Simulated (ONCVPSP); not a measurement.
## How hard is this aluminium (Al) ONCV potential?

ONCVPSP 4.0.1 input, shortened (lines: element, Z, core and valence counts, functional; n l f; lmax; l rc ep ncon nbas qcut; lloc lpopt rc5 dvloc0; l nproj debl; icmod fcfact rcfact), PBE, fully relativistic:

```
  Al 13.00    3    2        4      upf
    1    0    2.00
    2    0    2.00
    2    1    6.00
    3    0    2.00
    3    1    1.00
    2
    0    2.00    0.00    4    8    3.00
    1    2.45    0.00    4    9    2.70
    2    2.60    0.29    3    7    3.10
    0    5    2.00    0.00
    0    0    2.30
    1    2    2.90
    2    3    3.50
    4    0.65    0.00
```

Open shells are filled in proportion to 2j + 1.

Problem. For each optimised wave give the share of its norm inside rc, the residual kinetic energy above qcut (Ha) and the cutoffs (Ha) for errors of 10, 1, 0.1 and 0.01 mHa per electron.

Solution.

| wave | norm inside rc | residual KE | 10 mHa | 1 mHa | 0.1 mHa | 0.01 mHa |
| --- | --- | --- | --- | --- | --- | --- |
| 3s | 0.326 | 2.0e-03 | 3.0 | 5.8 | 34.9 | 43.5 |
| 3p j=3/2 | 0.283 | 4.8e-05 | 1.3 | 2.0 | 2.9 | 20.5 |
| p projector 2 j=3/2 | 0.165 | 1.3e-01 | 5.1 | 7.4 | 22.5 | 54.0 |
| 3p j=1/2 | 0.285 | 4.6e-05 | 1.3 | 2.0 | 2.9 | 19.3 |
| p projector 2 j=1/2 | 0.165 | 1.4e-01 | 5.1 | 7.3 | 22.2 | 53.8 |
| d projector 1 j=5/2 | 0.421 | 2.3e-03 | 3.3 | 6.0 | 26.2 | 47.5 |
| d projector 2 j=5/2 | 0.240 | 1.3e+00 | 17.8 | 39.2 | 74.9 | not reached |
| d projector 3 j=5/2 | 0.163 | 2.2e+00 | 14.2 | 28.9 | 46.3 | 64.3 |
| d projector 1 j=3/2 | 0.421 | 2.3e-03 | 3.3 | 6.0 | 26.2 | 47.5 |
| d projector 2 j=3/2 | 0.240 | 1.3e+00 | 17.8 | 39.2 | 74.9 | not reached |
| d projector 3 j=3/2 | 0.163 | 2.2e+00 | 14.2 | 28.9 | 46.3 | 64.4 |

The occupied waves need 5.8 Ha and 35 Ha for 1 and 0.1 mHa. The cutoffs count occupied waves only; projector 2 of the d channel, the hardest unoccupied one, needs 39 Ha at the loose tolerance.
